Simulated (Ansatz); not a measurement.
A structure relaxed at PBE0-D4/def2-TZVP, charge 0, multiplicity 1:

Cartesian coordinates in Å:
```
C 1.142 0.573 0.887
C -0.263 0.210 0.443
C -1.263 1.292 0.787
O -0.315 0.027 -0.967
Sn 0.304 -1.602 -1.828
F -0.723 -2.995 -0.988
H 1.467 1.490 0.390
H 1.856 -0.219 0.645
H 1.179 0.732 1.968
H -0.569 -0.717 0.949
H -2.262 1.006 0.455
H -1.291 1.466 1.866
H -0.990 2.227 0.290
H 1.917 -1.994 -1.453
H -0.190 -1.495 -3.444
```

Question: Give its formula and SMILES.

Answer: C3H9FOSn, `CC(C)[O][SnH2][F]`.

Question: Point group (tolerance 0.08 Å, 0.16 Å for H)?

Answer: C1.

Question: Summarise the bond lengths by kind.

Answer: 2 × C–C 1.514 to 1.517 Å; 7 × C–H 1.091 to 1.100 Å; 1 × C–O 1.423 Å; 1 × O–Sn 1.944 Å; 1 × F–Sn 1.924 Å; 2 × H–Sn 1.693 to 1.701 Å.

Results of the Gaussian-basis code of Ansatz.
